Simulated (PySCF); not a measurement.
`C[C@@](F)(Cl)CC(=O)O`: 4 charge schemes on one density

C4H6ClFO2.
Cartesian coordinates in Å at the GFN2-xTB level; atoms count from 1:
```xyz
14
C4H6ClFO2 angstrom
C     -1.476    0.953    0.541
C     -0.923   -0.451    0.444
F     -0.685   -0.938    1.702
Cl    -2.163   -1.542   -0.281
C      0.361   -0.578   -0.377
C      1.522    0.126    0.305
O      1.549    1.281    0.626
O      2.538   -0.710    0.501
H     -1.808    1.290   -0.436
H     -2.317    0.969    1.231
H     -0.697    1.619    0.908
H      0.197   -0.124   -1.355
H      0.623   -1.629   -0.499
H      3.278   -0.266    0.946
```

Density: PBE0/pcSseg-1 (PySCF); schemes: Mulliken, IAO, Hirshfeld and ESP-fitted. One conformer (not necessarily the lowest) at the GFN2-xTB geometry, without solvent, vibrations or thermal averaging.

Task: What partial charge does each atom carry?

Result: In e:

| atom | environment | Mulliken | IAO | Hirshfeld | ESP-fitted |
| --- | --- | --- | --- | --- | --- |
| C1 | methyl carbon | -0.172 | -0.445 | -0.139 | -0.642 |
| C2 | sp3 C–F carbon | -0.014 | +0.343 | +0.147 | +0.309 |
| F3 | alkyl fluorine | -0.284 | -0.298 | -0.095 | -0.152 |
| Cl4 | chlorine on a fluorinated carbon | -0.085 | -0.118 | -0.067 | -0.127 |
| C5 | sp3 carbon next to a carbonyl | -0.156 | -0.335 | -0.093 | -0.586 |
| C6 | carboxylic acid carbon | +0.449 | +0.540 | +0.220 | +0.852 |
| O7 | acid carbonyl oxygen | -0.407 | -0.462 | -0.254 | -0.574 |
| O8 | acid hydroxyl oxygen | -0.349 | -0.467 | -0.161 | -0.583 |
| H9 | methyl hydrogen | +0.125 | +0.160 | +0.049 | +0.200 |
| H10 | methyl hydrogen | +0.140 | +0.165 | +0.048 | +0.198 |
| H11 | methyl hydrogen | +0.161 | +0.177 | +0.041 | +0.256 |
| H12 | methylene hydrogen | +0.172 | +0.181 | +0.063 | +0.222 |
| H13 | methylene hydrogen | +0.170 | +0.181 | +0.046 | +0.202 |
| H14 | acid proton | +0.248 | +0.377 | +0.194 | +0.425 |

Mean size of the charges over all atoms: ESP-fitted 0.381 e, IAO 0.303 e, Mulliken 0.209 e, Hirshfeld 0.115 e. Each set sums to the total charge, 0, to within 0.001 e. The ESP scheme fits charges at the nuclei, held to the total charge, to the electrostatic potential on points at 1.4 to 2.0 times the van der Waals radii. The IAO scheme projects the occupied orbitals on a minimal set of polarised atomic orbitals and counts the electrons in each atom's part of it.

Lowest charge. The schemes don't all agree: Mulliken O7 (-0.407); IAO O8 (-0.467); Hirshfeld O7 (-0.254); ESP-fitted C1 (-0.642).

Highest charge. All schemes agree: Mulliken C6 (+0.449); IAO C6 (+0.540); Hirshfeld C6 (+0.220); ESP-fitted C6 (+0.852).

Task: How many electrons does the Mulliken scheme count on F3?

Result: Z − q = 9 − (-0.284) = 9.284.

Task: Sum the charges by element, for elements with more than one atom.

Result: 
| element | atoms | Mulliken | IAO | Hirshfeld | ESP-fitted |
| --- | --- | --- | --- | --- | --- |
| C | 4 | +0.108 | +0.103 | +0.135 | -0.067 |
| O | 2 | -0.756 | -0.928 | -0.414 | -1.157 |
| H | 6 | +1.017 | +1.241 | +0.442 | +1.503 |

Task: How closely do the schemes follow one another over all atoms?

Result: Correlation coefficient and root-mean-square difference: IAO with ESP-fitted 0.98, 0.137 e; IAO with Hirshfeld 0.97, 0.204 e; Hirshfeld with ESP-fitted 0.94, 0.317 e; Mulliken with IAO 0.93, 0.141 e; Mulliken with Hirshfeld 0.91, 0.130 e; Mulliken with ESP-fitted 0.91, 0.243 e.
